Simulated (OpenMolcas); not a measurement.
## V4+ in a point-charge field

V4+ among 6 point charges of -1.5 e arranged as an octahedron (Oh), 1.68 Å from the ion.
```
   1.6800    0.0000    0.0000  -1.50
   0.0000    1.6800    0.0000  -1.50
  -1.6800    0.0000    0.0000  -1.50
   0.0000   -1.6800    0.0000  -1.50
   0.0000    0.0000    1.6800  -1.50
   0.0000    0.0000   -1.6800  -1.50
```

```
Program             : OpenMolcas
Method              : CASSCF
Basis               : ANO-RCC-VDZP [5s4p2d1f]
Scalar Hamiltonian  : DKH2, point nucleus
Active space        : 1 electron in 5 orbitals (3d)
State averaging     : 2S+1 = 2 even, 5 roots
Spin-orbit coupling : RASSI with atomic mean-field integrals over the reference wave functions
```

The lowest spin-free states (labels of O, the rotations of Oh), above the lowest:

```
State  Degeneracy  E (cm-1)  Free-ion L (%)
  2T2           3       0.0         D (100)
   2E           2      6922         D (100)
```

The lowest levels with spin-orbit coupling:

```csv
E (cm-1),Degeneracy,Label,2S+1,g
0.0,4,Γ8,2,
363.2,2,Γ7,2,2.00 2.00 2.00
7064,4,Γ8,2,
```

Powder χT (cm3 K/mol): 0.0062 at 2 K, 0.0177 at 10 K, 0.075 at 50 K, 0.146 at 100 K, 0.275 at 200 K, 0.366 at 300 K. The effective moment at 300 K is 2.828 √(χT) = 1.71 μB.

The lowest level has 2S+1 = 2, for which the spin-only value is χT = S(S+1) / 2 = 0.375 cm3 K/mol (g = 2). The computed 0.366 at 300 K differs by -0.009, through orbital momentum, spin-orbit coupling and any other state in reach. With a threefold ground state the orbital momentum is unquenched, so the spin-only value is not expected to hold.

The gap between the two states is 10Dq = 6922 cm-1.

An orbital triplet at a regular site is open to Jahn-Teller coupling, which can distort the site and quench the lowest spin-orbit gaps and is left out. This field is weak: 10Dq is about 6922 cm-1, while octahedral complexes of 3d ions of charge 3 and more, computed by the same method with explicit ligands, had a median near 15000 cm-1. Ground spin and moment need not be those of a real site. This is an electrostatic model: the charges have no orbitals. No measured value stands beside these numbers.
